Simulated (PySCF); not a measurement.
Gas-phase reaction: 2 SnHCl + 3 SnO2 = SnCl2 + H2O2 + 2 Sn2O2, at 1600 K and a standard pressure of 1 bar. Level: ωB97X-V/def2-TZVP†.

Method: PySCF energies plus ideal-gas RRHO corrections (1 bar). S°(298 K) at PBE0/def2-TZVP differs from the NASA 1993 table for H2O2 (-8 J/mol/K); whether the harmonic model or the table's entry is off was not settled. † marks an energy on the PBE0/def2-TZVP geometry and frequencies. All species are closed-shell singlets. Sn: scalar-relativistic def2 core potential, no spin-orbit coupling. No R ln 2 is added for the mirror-image form of H2O2. SnHCl, SnO2, Sn2O2: computed as isolated molecules; such fragments, hydroxides, amides, oligomers or adducts are transient or little studied in the gas. The harmonic model lacks anharmonicity and excited electronic states, which grow with temperature; levels with a mode under 35 cm⁻¹ are left out. Internal rotation in H2O2 is treated as a harmonic vibration of one conformer, which makes the entropy rough. Soft modes under 120 cm⁻¹ make the harmonic entropy rough for SnCl2.

```json
[
 {"species": "SnHCl", "E (Ha)": "-675.05724", "H(1600 K) − E (kJ/mol)": "96.1", "S°(1600 K) (J/mol/K)": "360.0"},
 {"species": "SnO2", "E (Ha)": "-364.65700", "H(1600 K) − E (kJ/mol)": "101.1", "S°(1600 K) (J/mol/K)": "352.0"},
 {"species": "SnCl2", "E (Ha)": "-1134.68463", "H(1600 K) − E (kJ/mol)": "93.4", "S°(1600 K) (J/mol/K)": "401.8"},
 {"species": "H2O2", "E (Ha)": "-151.56117", "H(1600 K) − E (kJ/mol)": "159.5", "S°(1600 K) (J/mol/K)": "320.6"},
 {"species": "Sn2O2", "E (Ha)": "-579.12424", "H(1600 K) − E (kJ/mol)": "134.2", "S°(1600 K) (J/mol/K)": "444.4"}
]
```
E: electronic energy; H − E holds the zero-point and thermal terms. 1 Ha = 2625.5 kJ/mol.

Question: Work out ΔH°, ΔS°, ΔG° and log10 K from these numbers.

Answer: 1. ΔE = 1×(-1134.68463) + 1×(-151.56117) + 2×(-579.12424) − 2×(-675.05724) − 3×(-364.65700) = -0.40880 Ha = -1073.3 kJ.
2. Δ(H − E) = 1×(93.4) + 1×(159.5) + 2×(134.2) − 2×(96.1) − 3×(101.1) = 25.8 kJ, so ΔH° = -1047.5 kJ.
3. ΔS° = 1×(401.8) + 1×(320.6) + 2×(444.4) − 2×(360.0) − 3×(352.0) = -164.8 J/K; the number of gas molecules changes by -1.
4. ΔG° = ΔH° − TΔS° = -1047.5 − 1600×(-164.8)/1000 = -783.8 kJ.
5. log10 K = −ΔG°/(RT ln 10) = 25.59, with RT ln 10 = 30.63 kJ/mol; at standard pressures the products are favoured.
6. A shift of 10 kJ in ΔE would move log10 K by 0.33 here.
For scale, ΔH°(298 K) is -1040 kJ at this level, -1063 kJ at ωB97M-V/def2-TZVP†, and runs from -1185 to -772 kJ over the 18 levels computed.
